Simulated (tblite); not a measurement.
Record of a relaxation.

C₂H₉FO₂Si₃.
Bonds: C1–C2, C2–O3 (double), C2–Si4, Si4–O5, O5–Si6, Si6–Si7, Si7–F8. Hydrogens: H9, H10, H11 on C1; H12, H13 on Si4; H14, H15 on Si6; H16, H17 on Si7.

Computed with GFN2-xTB (tblite), gas phase: L-BFGS steps from a force-field or distance-geometry start until the largest atomic force falls under 0.01 eV/Å. 8 of its 199 geometries are shown.

Step 0: E = -736.3225 eV, largest atomic force 1.742 eV/Å
```
atom  x, y, z in Å  |  force x, y, z in eV/Å
C1     -3.068    0.674    0.338   -0.514   0.780   0.491
C2     -1.593    0.505    0.316    1.502   0.741   0.346
O3     -0.780    1.325    0.753   -1.240  -0.640  -0.408
Si4    -0.883   -1.096   -0.404    0.713  -1.498  -0.530
O5      0.514   -0.909   -1.271   -0.597   0.419   0.650
Si6     1.878    0.040   -1.241    0.399   0.215   0.075
Si7     2.917    0.072    0.845   -0.748   0.880  -0.182
F8      3.401   -1.409    1.249    0.126  -0.017   0.157
H9     -3.462    0.666   -0.682    0.102  -0.181   0.175
H10    -3.327    1.639    0.800    0.010  -0.211  -0.123
H11    -3.549   -0.117    0.927    0.248   0.068  -0.326
H12    -0.600   -2.072    0.699    0.002   0.522  -0.308
H13    -1.897   -1.751   -1.262    0.325   0.296  -0.050
H14     2.830   -0.477   -2.269   -0.569  -0.065   0.110
H15     1.507    1.423   -1.666   -0.023  -0.488   0.097
H16     1.991    0.544    1.926    0.546  -0.363  -0.279
H17     4.115    0.956    0.829   -0.284  -0.458   0.104
```

Step 28: E = -736.6695 eV, largest atomic force 0.062 eV/Å
```
atom  x, y, z in Å  |  force x, y, z in eV/Å
C1     -3.024    0.694    0.368    0.012  -0.009   0.010
C2     -1.537    0.479    0.291    0.028   0.002  -0.038
O3     -0.740    1.330    0.627   -0.001  -0.011  -0.008
Si4    -0.878   -1.192   -0.409    0.003   0.024  -0.012
O5      0.501   -0.821   -1.151    0.005  -0.030   0.016
Si6     1.867    0.092   -1.220   -0.057  -0.011   0.023
Si7     2.841    0.166    0.861    0.003  -0.016  -0.039
F8      3.366   -1.326    1.224    0.011   0.027   0.032
H9     -3.421    0.664   -0.645   -0.013   0.001   0.002
H10    -3.276    1.645    0.832    0.026   0.027   0.012
H11    -3.475   -0.124    0.924   -0.010  -0.027   0.013
H12    -0.629   -2.103    0.708    0.007   0.020  -0.035
H13    -1.766   -1.724   -1.438    0.011   0.020   0.002
H14     2.577   -0.616   -2.295    0.003   0.015   0.022
H15     1.474    1.417   -1.710   -0.015  -0.019  -0.011
H16     2.031    0.492    2.031   -0.004  -0.013   0.002
H17     4.083    0.941    0.893   -0.010   0.000   0.008
```

Step 57: E = -736.7079 eV, largest atomic force 0.122 eV/Å
```
atom  x, y, z in Å  |  force x, y, z in eV/Å
C1     -2.842    0.727    0.490   -0.067   0.027   0.040
C2     -1.414    0.450    0.113   -0.075  -0.084   0.047
O3     -0.540    1.280    0.247    0.064  -0.008   0.012
Si4    -0.947   -1.284   -0.586   -0.021   0.016   0.007
O5      0.548   -1.081   -1.130    0.018   0.033  -0.001
Si6     1.777    0.019   -1.157    0.051   0.032  -0.038
Si7     2.700    0.250    0.929   -0.007   0.003  -0.001
F8      3.465   -1.123    1.329    0.030  -0.046   0.008
H9     -3.441    0.760   -0.418    0.017  -0.032  -0.035
H10    -2.947    1.672    1.017    0.042   0.047   0.008
H11    -3.224   -0.084    1.107    0.032  -0.016  -0.023
H12    -0.947   -2.245    0.515    0.005   0.003  -0.025
H13    -1.782   -1.640   -1.725   -0.043   0.003   0.001
H14     2.619   -0.624   -2.181   -0.016  -0.005   0.038
H15     1.283    1.278   -1.718    0.005  -0.029  -0.040
H16     1.879    0.450    2.120   -0.044   0.010  -0.007
H17     3.806    1.207    0.938    0.009   0.048   0.011
```

Step 85: E = -736.7435 eV, largest atomic force 0.074 eV/Å
```
atom  x, y, z in Å  |  force x, y, z in eV/Å
C1     -2.683    0.760    0.619    0.001   0.002  -0.012
C2     -1.309    0.381    0.144   -0.012   0.022   0.002
O3     -0.364    1.135    0.270   -0.026  -0.009  -0.017
Si4    -0.996   -1.308   -0.730   -0.019   0.014  -0.019
O5      0.529   -1.176   -1.204   -0.033  -0.002   0.003
Si6     1.784   -0.101   -1.178    0.038   0.001  -0.043
Si7     2.510    0.343    0.949    0.019  -0.043   0.028
F8      3.559   -0.825    1.373    0.000   0.073   0.011
H9     -3.357    0.763   -0.236    0.014  -0.002   0.022
H10    -2.675    1.743    1.087   -0.027  -0.018   0.004
H11    -3.045    0.013    1.322    0.031  -0.002  -0.017
H12    -1.086   -2.412    0.218   -0.028   0.013   0.023
H13    -1.863   -1.414   -1.900    0.010  -0.006   0.015
H14     2.710   -0.852   -2.043   -0.010   0.009   0.011
H15     1.342    1.087   -1.913    0.015  -0.003  -0.014
H16     1.601    0.327    2.094    0.023  -0.038  -0.015
H17     3.337    1.549    1.016    0.004  -0.012   0.017
```

Step 113: E = -736.8171 eV, largest atomic force 0.074 eV/Å
```
atom  x, y, z in Å  |  force x, y, z in eV/Å
C1     -2.607    0.763    0.760    0.012   0.005  -0.027
C2     -1.232    0.440    0.251    0.031   0.007  -0.012
O3     -0.275    1.138    0.525   -0.043  -0.017   0.001
Si4    -1.005   -1.129   -0.843   -0.009   0.008  -0.008
O5      0.509   -1.105   -1.359   -0.031  -0.008  -0.003
Si6     1.981   -0.348   -1.272   -0.003   0.014   0.030
Si7     2.264    0.387    0.885   -0.038  -0.062   0.011
F8      3.783   -0.021    1.315    0.057   0.013  -0.033
H9     -3.339    0.639   -0.033   -0.002   0.004   0.003
H10    -2.658    1.768    1.174    0.011   0.003   0.023
H11    -2.835    0.040    1.542   -0.034   0.003   0.012
H12    -1.218   -2.307   -0.004    0.014   0.007  -0.034
H13    -1.892   -1.021   -1.999    0.018  -0.018   0.014
H14     2.836   -1.413   -1.810    0.003  -0.004   0.009
H15     1.892    0.710   -2.287    0.011   0.010  -0.019
H16     1.511   -0.347    1.903    0.003   0.019   0.043
H17     2.280    1.819    1.141    0.003   0.016  -0.010
```

Step 141: E = -736.8299 eV, largest atomic force 0.044 eV/Å
```
atom  x, y, z in Å  |  force x, y, z in eV/Å
C1     -2.663    0.767    0.752    0.003   0.002   0.015
C2     -1.274    0.387    0.320   -0.015   0.025   0.010
O3     -0.306    1.012    0.707   -0.002  -0.019   0.017
Si4    -1.033   -1.111   -0.867    0.008   0.002   0.006
O5      0.463   -0.987   -1.419    0.032  -0.006  -0.017
Si6     1.991   -0.375   -1.252    0.022  -0.009   0.029
Si7     2.294    0.404    0.887   -0.021   0.001  -0.023
F8      3.883    0.161    1.165    0.030  -0.016   0.004
H9     -3.342    0.728   -0.095    0.002   0.024   0.004
H10    -2.678    1.753    1.215    0.001  -0.013  -0.019
H11    -3.000    0.033    1.483    0.013  -0.027  -0.019
H12    -1.168   -2.342   -0.095   -0.022  -0.011   0.011
H13    -1.944   -0.998   -2.002    0.011   0.016   0.006
H14     2.788   -1.525   -1.703   -0.012  -0.005   0.009
H15     2.064    0.640   -2.312   -0.025   0.016  -0.033
H16     1.706   -0.375    1.978   -0.006   0.022   0.004
H17     2.213    1.839    1.126   -0.017  -0.003  -0.003
```

Step 170: E = -736.8446 eV, largest atomic force 0.018 eV/Å
```
atom  x, y, z in Å  |  force x, y, z in eV/Å
C1     -2.665    0.740    0.780    0.006  -0.006  -0.001
C2     -1.275    0.304    0.411    0.005   0.010  -0.014
O3     -0.299    0.815    0.926   -0.002   0.010   0.003
Si4    -1.068   -1.082   -0.908    0.000  -0.008   0.004
O5      0.483   -1.133   -1.287   -0.006   0.006  -0.003
Si6     2.002   -0.484   -1.196    0.000   0.003   0.009
Si7     2.322    0.505    0.852    0.002   0.007  -0.010
F8      3.950    0.478    1.001   -0.007  -0.001   0.003
H9     -3.191    1.049   -0.120    0.006   0.006   0.009
H10    -2.648    1.553    1.503   -0.008  -0.005   0.006
H11    -3.197   -0.114    1.194   -0.002  -0.003   0.006
H12    -1.437   -2.358   -0.301    0.004  -0.006  -0.007
H13    -1.842   -0.720   -2.091   -0.006   0.000  -0.005
H14     2.800   -1.669   -1.541    0.001  -0.007   0.002
H15     2.047    0.418   -2.359    0.007   0.000  -0.001
H16     1.928   -0.229    2.052   -0.005  -0.001   0.006
H17     2.080    1.938    0.974    0.004  -0.006  -0.008
```

Step 198: E = -736.8489 eV, largest atomic force 0.009 eV/Å
```
atom  x, y, z in Å  |  force x, y, z in eV/Å
C1     -2.667    0.690    0.842   -0.001  -0.001   0.001
C2     -1.277    0.302    0.422    0.000  -0.002   0.002
O3     -0.302    0.816    0.936   -0.006  -0.003   0.001
Si4    -1.077   -1.024   -0.959    0.002   0.007   0.001
O5      0.465   -1.036   -1.372   -0.001   0.000  -0.001
Si6     2.034   -0.548   -1.179   -0.002  -0.001   0.003
Si7     2.297    0.561    0.816    0.005  -0.001  -0.002
F8      3.924    0.565    0.983   -0.001   0.001  -0.003
H9     -3.151    1.185    0.002   -0.001   0.001  -0.003
H10    -2.651    1.360    1.699   -0.002   0.003   0.000
H11    -3.240   -0.205    1.070    0.005  -0.004   0.006
H12    -1.433   -2.325   -0.399   -0.002  -0.002   0.000
H13    -1.871   -0.621   -2.116    0.002   0.001  -0.008
H14     2.737   -1.827   -1.358    0.001  -0.002   0.008
H15     2.261    0.236   -2.405    0.000   0.006   0.002
H16     1.911   -0.114    2.054   -0.003  -0.001  -0.004
H17     2.034    1.995    0.853    0.004  -0.002  -0.005
```

**Question.** Summarise the path.

**Answer.** The energy falls by 0.5264 eV from step 0 to step 198; nine tenths of that is first reached at step 100. It rises by more than 0.2 meV at step 182. The largest force goes from 1.742 to 0.009 eV/Å. Among the bonds Si4–O5 changes most, from 1.655 to 1.597 Å; the atoms move by 1.188 Å rms after alignment.

**Question.** Follow the three bonds and two angles with the largest change from start to end.

**Answer.** 
```csv
step,E above end (eV),largest force (eV/Å),Si4–O5 (Å),Si4–H12 (Å),Si7–H16 (Å),Si4–O5–Si6 (°),H12–Si4–H13 (°)
0,0.5264,1.742,1.655,1.499,1.500,138.4,105.5
9,0.2101,0.285,1.613,1.474,1.457,148.5,115.2
17,0.1862,0.048,1.609,1.462,1.459,147.4,116.0
26,0.1807,0.077,1.609,1.462,1.459,149.0,114.8
34,0.1732,0.120,1.606,1.459,1.461,148.4,113.9
43,0.1550,0.150,1.606,1.462,1.464,145.2,115.2
52,0.1459,0.110,1.606,1.461,1.464,142.7,114.9
60,0.1363,0.110,1.603,1.459,1.463,141.1,115.2
69,0.1204,0.151,1.600,1.459,1.464,141.1,114.6
77,0.1121,0.071,1.602,1.458,1.463,140.2,114.2
86,0.1049,0.076,1.603,1.457,1.463,140.6,115.5
95,0.0736,0.207,1.604,1.460,1.468,140.7,115.5
103,0.0431,0.091,1.600,1.461,1.464,144.6,113.6
112,0.0324,0.056,1.600,1.461,1.464,145.9,115.3
121,0.0261,0.043,1.600,1.460,1.466,146.3,114.9
129,0.0224,0.060,1.600,1.460,1.464,147.7,114.6
138,0.0200,0.040,1.600,1.460,1.464,148.3,114.8
146,0.0152,0.092,1.600,1.461,1.463,149.6,114.9
155,0.0087,0.092,1.598,1.460,1.464,151.1,114.1
164,0.0049,0.025,1.598,1.459,1.462,150.1,114.6
172,0.0043,0.015,1.598,1.460,1.461,149.9,114.9
181,0.0023,0.033,1.597,1.459,1.460,151.0,114.6
189,0.0009,0.047,1.598,1.461,1.461,151.7,114.4
198,0.0000,0.009,1.597,1.460,1.461,152.1,114.7
```

The cost below is that of the whole relaxation. Hardware: one thread of an Arm Neoverse N1, no GPU, shared host with 64 logical CPUs at a one-minute load of 62. Cost: 3.2 s of wall time.
